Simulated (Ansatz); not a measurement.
Reaction (redistribution): `C[SiH2]CBr` + `BSC(F)[SiH3]` → `BS[SiH2]C` + `FC([SiH3])CBr`

Gas-phase electronic energies from Ansatz, PBE0-D4/def2-TZVP geometries. CCSD(T)/CBS adds triple-zeta CCSD(T) − MP2 to the extrapolated MP2 energy (def2 sets, frozen cores). DFT in def2-TZVPP. B3LYP here is the variant with VWN-RPA as its local correlation; programs differ in this. For Br outer-core shells are correlated without core-valence functions, which leaves a few kJ/mol of doubt a bond. Scalar relativity is left out up to krypton. One conformer a species, not always the lowest.

`C[SiH2]CBr`:

Z-matrix (Å, degrees):
```
C
Si 1 1.864
H 1 1.092 2 110.6
H 1 1.092 2 110.6 3 120.0
H 1 1.093 2 110.9 3 -120.2
C 2 1.884 1 111.2 3 60.0
H 2 1.486 1 111.4 3 -60.7
H 2 1.492 1 110.6 3 178.5
Br 6 1.949 2 110.1 1 -60.3
H 6 1.090 2 112.6 1 58.2
H 6 1.089 2 112.4 1 -178.6
```

`BSC(F)[SiH3]`:

Z-matrix (Å, degrees):
```
C
S 1 1.814
Si 1 1.906 2 110.5
F 1 1.386 2 109.6 3 -120.8
H 1 1.093 2 107.2 3 122.3
B 2 1.760 1 104.4 3 -135.7
H 3 1.484 1 107.9 2 65.6
H 3 1.483 1 108.8 2 -54.3
H 3 1.484 1 108.7 2 -174.8
H 6 1.192 2 116.2 1 179.1
H 6 1.193 2 120.6 1 -0.1
```

`BS[SiH2]C`:

Z-matrix (Å, degrees):
```
Si
S 1 2.163
C 1 1.863 2 108.1
H 1 1.485 2 108.5 3 120.8
H 1 1.485 2 108.5 3 -120.8
B 2 1.773 1 100.0 3 179.6
H 3 1.092 1 110.8 2 -60.1
H 3 1.093 1 110.3 2 -180.0
H 3 1.092 1 110.9 2 60.2
H 6 1.195 2 121.3 1 0.0
H 6 1.193 2 117.1 1 -180.0
```

`FC([SiH3])CBr`:

Cartesian coordinates in Å:
```
F -1.530 1.000 -0.179
C -0.264 0.564 0.197
Si -0.438 -1.207 0.894
C 0.668 0.621 -0.976
Br 0.993 2.442 -1.591
H 0.090 1.235 0.989
H 0.888 -1.648 1.401
H -0.889 -2.118 -0.188
H -1.425 -1.188 1.999
H 1.644 0.215 -0.712
H 0.265 0.084 -1.832
```

```json
{"level": "PBE-D4", "ΔE (kJ/mol)": "-64.3", "difference from CCSD(T)/CBS": "4.3"}
{"level": "r2SCAN-D4", "ΔE (kJ/mol)": "-69.2", "difference from CCSD(T)/CBS": "-0.6"}
{"level": "PBE0-D4", "ΔE (kJ/mol)": "-69.3", "difference from CCSD(T)/CBS": "-0.7"}
{"level": "B3LYP-D4", "ΔE (kJ/mol)": "-66.2", "difference from CCSD(T)/CBS": "2.4"}
{"level": "ωB97X-V", "ΔE (kJ/mol)": "-68.5", "difference from CCSD(T)/CBS": "0.1"}
{"level": "ωB97M-V", "ΔE (kJ/mol)": "-67.1", "difference from CCSD(T)/CBS": "1.5"}
{"level": "B2PLYP", "ΔE (kJ/mol)": "-68.6", "difference from CCSD(T)/CBS": "0.0"}
{"level": "PBE", "ΔE (kJ/mol)": "-65.0", "difference from CCSD(T)/CBS": "3.6"}
{"level": "r2SCAN", "ΔE (kJ/mol)": "-69.4", "difference from CCSD(T)/CBS": "-0.8"}
{"level": "PBE0", "ΔE (kJ/mol)": "-70.0", "difference from CCSD(T)/CBS": "-1.4"}
{"level": "B3LYP", "ΔE (kJ/mol)": "-67.3", "difference from CCSD(T)/CBS": "1.3"}
{"level": "HF/def2-TZVPP", "ΔE (kJ/mol)": "-78.5", "difference from CCSD(T)/CBS": "-9.9"}
{"level": "MP2/def2-TZVPP", "ΔE (kJ/mol)": "-71.7", "difference from CCSD(T)/CBS": "-3.1"}
{"level": "SCS-MP2/def2-TZVPP", "ΔE (kJ/mol)": "-70.9", "difference from CCSD(T)/CBS": "-2.3"}
{"level": "CCSD/def2-TZVPP", "ΔE (kJ/mol)": "-71.3", "difference from CCSD(T)/CBS": "-2.7"}
{"level": "CCSD(T)/def2-TZVPP", "ΔE (kJ/mol)": "-69.5", "difference from CCSD(T)/CBS": "-0.9"}
{"level": "HF/def2-QZVPP", "ΔE (kJ/mol)": "-78.2", "difference from CCSD(T)/CBS": "-9.6"}
{"level": "MP2/def2-QZVPP", "ΔE (kJ/mol)": "-71.1", "difference from CCSD(T)/CBS": "-2.5"}
{"level": "SCS-MP2/def2-QZVPP", "ΔE (kJ/mol)": "-70.5", "difference from CCSD(T)/CBS": "-1.9"}
{"level": "HF/CBS(def2)", "ΔE (kJ/mol)": "-78.2", "difference from CCSD(T)/CBS": "-9.6"}
{"level": "MP2/CBS(def2)", "ΔE (kJ/mol)": "-70.8", "difference from CCSD(T)/CBS": "-2.2"}
{"level": "CCSD/CBS(def2)", "ΔE (kJ/mol)": "-70.5", "difference from CCSD(T)/CBS": "-1.9"}
{"level": "CCSD(T)/CBS", "ΔE (kJ/mol)": "-68.6", "difference from CCSD(T)/CBS": "0"}
```

Largest T1 diagnostic among the species: 0.014.

From PBE to PBE0 (25 % exact exchange), in def2-TZVPP and without D4, ΔE moves by −5.0 kJ/mol. In def2-TZVPP, CCSD(T) changes the Hartree–Fock value by +9.1 kJ/mol (the triples alone add +1.9 kJ/mol) and MP2 by +6.8 kJ/mol.
